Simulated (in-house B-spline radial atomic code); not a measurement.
Orbital energies and mean radii along the 7-electron series, configuration [He] 2s2 2p3. The effective charge is n√(-2ε), a non-relativistic measure. Computed with an all-electron radial atomic-structure program (B-spline basis): non-relativistic Hartree-Fock, average of the configuration, point nuclei.

This level leaves out relativity, spin-orbit splitting included, which matters for heavy ions.

```csv
ion,Z,energy of 2s (Eh),mean radius of 2s (bohr),energy of 2p (Eh),mean radius of 2p (bohr),effective charge of 2s
Te45+,52,-288.13,0.12099,-282.18,0.10232,48.011
I46+,53,-300.27,0.1186,-294.19,0.10027,49.012
Xe47+,54,-312.65,0.1163,-306.46,0.098293,50.012
Cs48+,55,?,?,?,?,?
Ba49+,56,?,?,?,?,?
La50+,57,-351.3,0.10991,-344.74,0.092816,53.013
Ce51+,58,-364.69,0.10793,-358,0.091123,54.014
```

Problem. Fill in the row of Cs48+.

Solution. energy of 2s (Eh): -325.28; mean radius of 2s (bohr): 0.11409; energy of 2p (Eh): -318.97; mean radius of 2p (bohr): 0.096397; effective charge of 2s: 51.013.

Problem. Fill in the row of Ba49+.

Solution. energy of 2s (Eh): -338.17; mean radius of 2s (bohr): 0.11196; energy of 2p (Eh): -331.73; mean radius of 2p (bohr): 0.094573; effective charge of 2s: 52.013.

Problem. How does the screening of 2s change?

Solution. Z less the effective charge goes from 3.99 at Z = 52 to 3.99 at Z = 58.
